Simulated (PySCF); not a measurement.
# Computed data sheet: `CC[Si](Cl)([SiH3])[SiH3]`

Compound: C2H11ClSi3.
Bonds: C1–C2, C2–Si3, Si3–Si4, Si3–Si5, Si3–Cl6. Hydrogens: H7, H8, H9 on C1; H10, H11 on C2; H12, H13, H14 on Si4; H15, H16, H17 on Si5.

Among its groups: Si–H bond and C–Si bond.

PBE0-D3(BJ)/def2-SVP geometry optimisation, gas phase (PySCF):

```yaml
Point_group: C1
Rotational_constants_A_B_C: 1.278, 1.055, 0.947 GHz
```

From B3LYP/def2-SVPD ground state, ΔSCF and vertical TDDFT (core frozen in the response) (PySCF):

```yaml
Dipole_moment: 1.95 D
HOMO_energy: -7.45 eV
LUMO_energy: -0.82 eV
HOMO–LUMO_gap: 6.63 eV
Lowest_singlet_excitation: 5.65 eV (220 nm, f = 0.002)
Strongest_line_among_the_10_lowest_singlet_transitions: S7 at 6.91 eV (179 nm, f = 0.175)
Lowest_triplet_excitation_Tamm–Dancoff: 5.11 eV
Static_isotropic_polarisability: 129.4 au
Vertical_ionisation_energy: 9.28 eV
Electronic_spatial_extent_⟨r²⟩_about_the_centre_of_nuclear_charge: 1603 bohr²
```

KT3/pcSseg-1 ground state and GIAO shieldings, non-relativistic (PySCF):

```yaml
13C_chemical_shifts_computed_TMS_as_zero_by_class: 16.5 (C2), 11.5 (C1) ppm
1H_chemical_shifts_computed_TMS_as_zero_by_class: 3.51 (H12/H13/H14/H15/H16/H17), 1.29 (H7/H8/H9), 1.04 (H10/H11) ppm
Isotropic_shieldings_of_nuclei_other_than_C_and_H_by_class: 343 (Si3), 465 (Si4/Si5), 987 (Cl6) ppm
```

delta-SCF UKS SCAN, pcX-2 on the ionised atom, pcseg-1 elsewhere, spin-free X2C; 2p3/2 from a spin–orbit splitting computed afterwards within the 2p shell (PySCF):

```yaml
Core_binding_energies: Si2p3/2 106.5 (Si4/Si5), Si2p3/2 106.8 (Si3), Cl2p3/2 205.4 (Cl6), C1s 290.3 (C2), C1s 290.7 (C1), Si1s 1846.2 (Si4/Si5), Si1s 1846.6 (Si3), Cl1s 2828.0 (Cl6) eV
```

Monoisotopic mass from the formula: 153.9857 u.

The vertical singlet–triplet gap S1 − T1 is 0.54 eV (TDDFT singlet less Tamm–Dancoff triplet; S1: HOMO→LUMO, weight 0.97; T1: HOMO→LUMO, weight 0.97). The rotational constants make it an asymmetric top with κ = (2B − A − C)/(A − C) = -0.3, nearer the prolate limit (−1). The largest Löwdin shares of the HOMO are 0.24 on Si3, 0.22 on Cl6, 0.18 on Si4 and 0.17 on Si5. S1 lies 0.98 eV below the HOMO–LUMO gap; its leading configuration is HOMO→LUMO, weight 0.97.

One conformer (not necessarily the lowest) at the PBE0-D3(BJ)/def2-SVP geometry, without solvent or vibrations. NMR classes are plain means over equivalent atoms (diastereotopic ones count apart unless rotation or inversion swaps them), as if these changed places fast; in this geometry the members of some classes differ.

Shape of the structure used: `[CH3:1][CH2:2][Si:3]([SiH3:4])([SiH3:5])[Cl:6]`: C1–C2–Si3–Si4 -58°.
